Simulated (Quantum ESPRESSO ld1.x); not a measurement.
The numbers below are computed, except where a source is named.
Is Co- bound? Neutral atom [Ar] 3d7 4s2, anion [Ar] 3d8 4s2. Non-relativistic spherical Kohn-Sham, ld1.x of Quantum ESPRESSO 7.5; with spin, open shells are filled with parallel spins first. "No" means that the self-consistent cycle ended without a solution in which all occupied levels of the anion are bound.

method,e(HOMO) neutral (eV),anion bound,e(HOMO) anion (eV),"EA, Delta-SCF (eV)",<r> HOMO anion (bohr)
"LDA (Slater exchange, Perdew-Zunger correlation), spin-polarised",4s down -5.309,no,-,-,-
"LDA (Slater exchange, Perdew-Zunger correlation) + SIC, spin-polarised",4s down -8.043,yes,4s down -0.967,1.675,4.23
"LDA (Slater exchange, Perdew-Wang correlation) + SIC, spin-polarised",4s down -8.024,yes,4s down -0.953,1.641,4.24
"LDA (Slater exchange, Perdew-Zunger correlation) + Latter tail, spin-polarised",4s down -6.668,no,-,-,-
"PBE, spin-unpolarised",4s -5.365,no,-,-,-
"Slater X-alpha with alpha = 1, spin-unpolarised",4s -6.729,no,-,-,-

A bound anion was found by 2 of 6 methods. Tabulated electron affinity: 0.662 eV (CRC Handbook (2014) and Andersen, Phys. Rep. 394, 157 (2004), with later updates, as tabulated in mendeleev). With the Latter tail the total energy is not variational, so no affinity is given for it.

Beside tabulated values, note that spin-unpolarised runs miss the spin-polarisation part of the exchange energy of open shells.
